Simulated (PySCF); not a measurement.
# C5H11NO: calculation and literature

Geometry:
```csv
atom,x (Å),y (Å),z (Å)
C1,-0.059,0.278,1.504
C2,-0.263,0.024,0.007
C3,-1.687,-0.479,-0.233
C4,-0.037,1.313,-0.791
C5,0.715,-1.058,-0.471
N6,2.026,-0.755,-0.320
O7,0.366,-2.113,-0.951
H8,0.921,0.701,1.715
H9,-0.811,0.978,1.862
H10,-0.160,-0.649,2.063
H11,-2.412,0.262,0.093
H12,-1.855,-1.403,0.312
H13,-1.840,-0.684,-1.290
H14,0.945,1.742,-0.600
H15,-0.126,1.119,-1.858
H16,-0.787,2.051,-0.514
H17,2.710,-1.431,-0.616
H18,2.344,0.110,0.076
```

What is known from experiment: δ $^{13}$C C2 38.6; C1/C3/C4 27.6; δ $^{1}$H H8/H9/H10/H11/H12/H13/H14/H15/H16 1.22 ppm (measured; solution, not stated per compound (mostly CDCl3 or CCl4); Pretsch, Buehlmann, Badertscher, Structure Determination of Organic Compounds, 4th ed. (2009)).

Calculated, not measured (PySCF): geometry: GFN2-xTB, PBE0/pcSseg-1 with gauge-including orbitals. One conformer, no relativistic terms, in vacuum, averaged over atoms made equivalent by symmetry, fast rotation or ring inversion.

**Question.** Set the calculated values beside the experiment.

**Answer.** 
Reference values: measured (solution, not stated per compound (mostly CDCl3 or CCl4); Pretsch, Buehlmann, Badertscher, Structure Determination of Organic Compounds, 4th ed. (2009)).
```
                            atoms    quantity  reference  computed  computed, scaled
                               C2  δ $^{13}$C       38.6      39.5              36.4
                         C1/C3/C4  δ $^{13}$C       27.6      30.0              27.1
H8/H9/H10/H11/H12/H13/H14/H15/H16   δ $^{1}$H       1.22      1.14              1.18
```

Computed shifts are σ(ref) − σ with the named reference compound (TMS for H and C) calculated as an isolated molecule at the same level. The measured values may be among those fitted. Scaled to experiment by linear calibration (H and C: mostly CDCl3 data, vs TMS): $^{13}$C: δ = 180.61 − 0.978σ (rms 2.1 ppm, 210 shifts, 2.3 ppm with the 2 outliers that the fit left out); $^{1}$H: δ = 30.01 − 0.943σ (rms 0.16 ppm, 131 shifts, 0.17 ppm with the 2 outliers that the fit left out). A few per cent of atoms miss by over 2 rms, more outside the fitted compound classes. Hydrogens on heteroatoms aren't scaled, only referred to computed TMS.

**Question.** How far are the unscaled $^{13}$C shifts from the references?

**Answer.** Mean signed difference +1.65 ppm, mean absolute 1.65 ppm over 2 comparisons; the largest is +2.4 ppm at C1/C3/C4 (methyl carbon).
